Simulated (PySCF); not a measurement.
# What PySCF settings do for Kr³⁺

Base input, run as `python input.py` with PySCF 2.14:

```python
from pyscf import gto, scf, cc

mol = gto.M(
    atom='Kr 0 0 0',
    basis='aug-cc-pvdz',
    charge=3,
    spin=3,
    verbose=4,
)
mf = scf.UHF(mol)
mf.kernel()
mycc = cc.CCSD(mf)
mycc.kernel()
mycc.ccsd_t()
mf.dip_moment()
print('orbital energies (hartree):', [e[max(0, n-3):n+3].round(4) for e, n in zip(mf.mo_energy, mol.nelec)])
```

Base result: E(SCF) = -2749.379677 Eh, 7 cycles, E(CCSD) − E(SCF) = -0.09798 Eh, (T) = -0.00122 Eh, ⟨S²⟩ = 3.751. No search for the lowest solution was made.

Wall time 2.8 s on one thread of a shared host.

Each row names what differs from the base; energies in brackets are changes from the base.

| change | result |
| --- | --- |
| step after the SCF: ccsd(t) → stability | E(SCF) = -2749.379677 Eh (+0.0000 eV), 7 cycles, ⟨S²⟩ = 3.751, internal stable; real -> complex stable; UHF/UKS -> GHF/GKS stable |
| SCF type: UHF → ROHF | E(SCF) = -2749.378765 Eh (+0.0248 eV), 7 cycles, E(CCSD) − E(SCF) = -0.09888 Eh, (T) = -0.00122 Eh |
| step after the SCF: ccsd(t) → cisd; frozen orbitals: 0 → 9 | E(SCF) = -2749.379677 Eh (+0.0000 eV), 7 cycles, E(CISD) − E(SCF) = -0.08797 Eh, ⟨S²⟩ = 3.751 |
| basis set: aug-cc-pvdz → jorge-tzp-dkh; spin-free X2C: off → on; step after the SCF: ccsd(t) → mp2 | E(SCF) = -2785.539501 Eh, 8 cycles, E(MP2) − E(SCF) = -0.95378 Eh, ⟨S²⟩ = 3.750 |
| smearing width (hartree): none → 0.005; step after the SCF: ccsd(t) → none [smearing does not keep the typed spin] | E(SCF) = -2748.895049 Eh (+13.1874 eV), 6 cycles |
| PCM solvent, dielectric constant: none → 78.36; step after the SCF: ccsd(t) → analyze | E(SCF) = -2750.349693 Eh (-26.3955 eV), 7 cycles, ⟨S²⟩ = 3.751 |
| convergence threshold: default → 0.001 | E(SCF) = -2749.379676 Eh (+0.0000 eV), 4 cycles, E(CCSD) − E(SCF) = -0.09798 Eh, (T) = -0.00122 Eh, ⟨S²⟩ = 3.751 |
| functional: none (Hartree–Fock) → m06; SCF type: UHF → UKS; step after the SCF: ccsd(t) → analyze | E(SCF) = -2750.923048 Eh, 7 cycles, ⟨S²⟩ = 3.750 |
| step after the SCF: ccsd(t) → mp2 | E(SCF) = -2749.379677 Eh (+0.0000 eV), 7 cycles, E(MP2) − E(SCF) = -0.08396 Eh, ⟨S²⟩ = 3.751 |
| cycle limit: 50 → 5 | not converged: SCF after 5 cycles |
| cycle limit: 50 → 2 [unsound on purpose] | not converged: SCF after 2 cycles |
| smearing width (hartree): none → 0.05; step after the SCF: ccsd(t) → none [smearing does not keep the typed spin] | E(SCF) = -2748.895049 Eh (+13.1874 eV), 6 cycles |
| Cartesian functions: off → on | E(SCF) = -2749.381187 Eh (-0.0411 eV), 7 cycles, E(CCSD) − E(SCF) = -0.11342 Eh, (T) = -0.00135 Eh, ⟨S²⟩ = 3.751 |
| functional: none (Hartree–Fock) → bp86; SCF type: UHF → UKS; step after the SCF: ccsd(t) → analyze | E(SCF) = -2751.278734 Eh, 9 cycles, ⟨S²⟩ = 3.750 |
| SCF type: UHF → RHF [runs as restricted open-shell] | E(SCF) = -2749.378765 Eh (+0.0248 eV), 7 cycles, E(CCSD) − E(SCF) = -0.09888 Eh, (T) = -0.00122 Eh |
| basis set: aug-cc-pvdz → 6-311++g** | E(SCF) = -2749.366996 Eh (+0.3451 eV), 8 cycles, E(CCSD) − E(SCF) = -0.41259 Eh, (T) = -0.00398 Eh, ⟨S²⟩ = 3.751 |
| basis set: aug-cc-pvdz → x2c-tzvpall; spin-free X2C: off → on | E(SCF) = -2785.603665 Eh, 7 cycles, E(CCSD) − E(SCF) = -0.26163 Eh, (T) = -0.00535 Eh, ⟨S²⟩ = 3.751 |

Problem. Order these changes by how far they move the SCF energy from the base, largest first: (1) Cartesian functions: off → on; (2) PCM solvent, dielectric constant: none → 78.36; step after the SCF: ccsd(t) → analyze; (3) SCF type: UHF → RHF; (4) SCF type: UHF → ROHF.

Solution. (2) -26.3955 eV, (1) -0.0411 eV, (4) +0.0248 eV, (3) +0.0248 eV.
